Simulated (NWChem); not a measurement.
A series in which one site is exchanged, each optimised at PBE0/def2-SVP with NWChem, gas phase unless a solvent is named. All stand in one matching conformer (torsions within 35°), which need not be the lowest. For some, no frequency run checked for a minimum. def2 effective core potentials on Sr, Te, Ba; no spin-orbit coupling.

A: S[Te]Cl (HTeSCl; site = Te)
B: [Mg]([Cl])[SH] (MgHSCl; site = Mg)
C: [SH][Sr][Cl] (SrHSCl; site = Sr)
D: [SH][Ba][Cl] (BaHSCl; site = Ba)

Values for A:

```
Item                                                Value
--------------------------------------------------  -----
dipole (D), PBE0/def2-SVP                            2.28
orbital gap (eV), PBE0/def2-SVP                      4.15
static polarisability, PBE/def2-SVPD (bohr³)         81.6
lowest singlet excitation, PBE/def2-SVPD, TDA (eV)   2.50
```

Question: How do these values change for the other members?

Answer: 
| change from A | B | C | D |
|---|---|---|---|
| dipole (D), PBE0/def2-SVP | -1.17 | +3.45 | +6.14 |
| orbital gap (eV), PBE0/def2-SVP | +1.58 | -0.02 | -0.04 |
| static polarisability, PBE/def2-SVPD (bohr³) | -17.4 | -1.3 | +9.3 |
| lowest singlet excitation, PBE/def2-SVPD, TDA (eV) | +1.48 | +0.09 | +0.21 |
